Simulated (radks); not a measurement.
Problem. All-electron atom: Mg2+ in 1s1.75 2s2 2p6 3s0.25 (fractional occupations, a model configuration). All-electron calculation, scalar-relativistic Kohn-Sham, r2SCAN, spin-polarised, spherical densities, finite nucleus; open shells are filled with parallel spins first; meta-GGA in the generalised Kohn-Sham scheme; Fermi nuclear charge, rms radius 3.057 fm. Program: a radial shooting solver on a logarithmic mesh with Libxc functionals. Some entries of the table are withheld. Estimate them.

orbital  occ.  eigenvalue (eV)  <r^2> (bohr^2)
1s up       1        -1323.567             (1)
1s down  0.75        -1312.166             (2)
2s up       1        -108.7807          0.5529
2s down     1        -108.3703          0.5562
2p up       3              (3)             (4)
2p down     3              (5)             (6)
3s up    0.25         -19.5935           7.200

Solution. 
(1) 1s up <r^2> (bohr^2): 0.02261
(2) 1s down <r^2> (bohr^2): 0.02277
(3) 2p up eigenvalue (eV): -74.1180
(4) 2p up <r^2> (bohr^2): 0.5513
(5) 2p down eigenvalue (eV): -73.6536
(6) 2p down <r^2> (bohr^2): 0.5543
